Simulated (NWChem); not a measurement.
# HfH₂Cl₂; SMILES [Cl][HfH2][Cl]

```xyz
5

Hf     0.0000     0.0000    -0.3573
Cl     1.9987     0.0000     0.8421
Cl    -1.9987     0.0000     0.8421
H      0.0000    -1.4669    -1.4536
H      0.0000     1.4669    -1.4536
```
Atoms are numbered in this order, from 1.

Results from NWChem. All runs use the structure optimised with PBE0/def2-SVP. Not confirmed as a minimum by frequencies. def2 effective core potentials on Hf; no spin-orbit coupling. Ions are spin-unrestricted doublets at the neutral geometry; other ion states weren't tried.

For level B3LYP/def2-SVP:

```
Quantity                               Result
-------------------------------------  ------
vertical ionisation energy, ΔSCF (eV)   10.91
−ε(HOMO) (eV)                            8.57
```

How do the values read with level PBE/def2-SVP instead?


| Quantity | Result |
|---|---|
| vertical ionisation energy, ΔSCF (eV) | 10.47 |
| −ε(HOMO) (eV) | 7.40 |
